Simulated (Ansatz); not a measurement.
Gas-phase electronic energies from Ansatz, PBE0-D4/def2-TZVP geometries. CCSD(T)/CBS adds triple-zeta CCSD(T) − MP2 to the extrapolated MP2 energy (def2 sets, frozen cores). Functionals use def2-TZVPP. For Ga outer-core shells are correlated without core-valence functions, which leaves a few kJ/mol of doubt a bond. Scalar relativity is left out up to krypton. Each species was taken in one conformer, which may not be the lowest.

Reaction (formal exchange of groups at a Ga–H bond): `C[O][GaH][SH]` + `OCCCO` → `C[O][Ga]([OH])[SH]` + `CCCO`

`C[O][GaH][SH]`:

Cartesian coordinates in Å:
```
C 0.848 -0.838 -0.622
O 1.045 0.402 0.002
Ga -0.247 1.352 0.776
S -2.285 0.524 0.746
H 0.154 -0.774 -1.471
H 1.809 -1.190 -1.006
H 0.467 -1.600 0.071
H 0.129 2.706 1.425
H -1.921 -0.583 0.078
```

`OCCCO`:

```xyz
13

O    -1.752    0.631   -0.897
C    -0.421    1.092   -0.768
C     0.541    0.021   -0.288
C     0.210   -0.496    1.099
O     1.129   -1.467    1.556
H    -1.775   -0.027   -1.597
H    -0.062    1.521   -1.713
H    -0.463    1.909   -0.042
H     1.559    0.424   -0.286
H     0.538   -0.814   -1.004
H    -0.818   -0.876    1.123
H     0.265    0.326    1.819
H     1.049   -2.245    0.998
```

`C[O][Ga]([OH])[SH]`:

```xyz
10

C    -0.734    0.803    1.517
O    -1.018    0.184    0.286
Ga    0.236   -0.428   -0.809
O    -0.296   -1.195   -2.319
S     2.364   -0.248   -0.347
H    -1.088    0.178    2.344
H     0.336    0.993    1.673
H    -1.254    1.766    1.569
H    -1.252   -1.211   -2.410
H     2.705   -0.842   -1.504
```

`CCCO`:

Z-matrix (Å, degrees):
```
C
C 1 1.519
H 1 1.094 2 111.3
H 1 1.092 2 111.4 3 120.2
H 1 1.093 2 111.1 3 -119.8
C 2 1.516 1 112.3 3 59.4
H 2 1.097 1 109.7 3 -61.9
H 2 1.094 1 110.5 3 -179.1
O 6 1.412 2 113.3 1 177.5
H 6 1.101 2 109.8 1 -57.8
H 6 1.094 2 109.9 1 59.5
H 9 0.961 6 108.2 2 59.3
```

CCSD(T)/CBS gives -143.1 kJ/mol.

(1) Another level gave -143.2 kJ/mol. Which?
A. B2PLYP/def2-TZVPP
B. PBE0/def2-TZVPP
C. r2SCAN/def2-TZVPP
D. MP2/def2-TZVPP

Largest T1 diagnostic among the species: 0.014.

## Answers

(1) A. B2PLYP -143.2, MP2/def2-TZVPP -152.8, PBE0 -133.0, r2SCAN -138.5 kJ/mol.
